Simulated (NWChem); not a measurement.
# C₂H₆AlN; SMILES [NH2][AlH][CH]=C

```xyz
10

Al    -0.4520     0.5350     0.0000
H     -2.0400     0.5376     0.0000
C      0.5604    -1.1295     0.0000
C     -0.0634    -2.3202     0.0000
H      1.6536    -1.1571     0.0000
H      0.4704    -3.2724     0.0000
H     -1.1506    -2.4059     0.0000
N      0.3814     2.1121     0.0000
H     -0.0940     3.0064     0.0000
H      1.3845     2.2506     0.0000
```
Atoms are numbered in this order, from 1.

Computed with NWChem. All runs use the structure optimised with B3LYP/6-31G* (spherical d). Level MN15/def2-SVP: energy and gradient on several grids; changes count from the extra-fine grid, which is no exact limit either.

Problem. Which is the coarsest grid (medium; xcoarse; fine; xfine; coarse) from which on the energy stays within 100 μHa and each gradient component within 200 μHa/bohr of xfine?

Solution. medium.
| grid | size of the energy change (μHa) | largest change of a gradient component (μHa/bohr) | time, medium = 1 (rough) |
|---|---|---|---|
| xcoarse | 10000 | 2000 | about 1 |
| coarse | 600 | 600 | about 1 |
| medium | 10 | 70 | about 1 |
| fine | < 10 | < 30 | about 1 |
| xfine | < 10 | < 30 | 2 |
